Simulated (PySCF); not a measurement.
Z-matrix (Å, degrees):
```
Al
Br 1 2.2661
Br 1 2.2661 2 119.11
```
Charge 0, spin multiplicity 2.

Task: What is the computed total energy, highest occupied spin orbital and dipole moment (PySCF 2.14.0 with ωB97X-D3(BJ)/def2-TZVP // PBE0-D3(BJ)/def2-TZVP)?

Result: 
```yaml
total_energy: -5390.6983 Ha
highest_occupied_spin_orbital: -8.66 eV
dipole_moment: 1.40 D
```
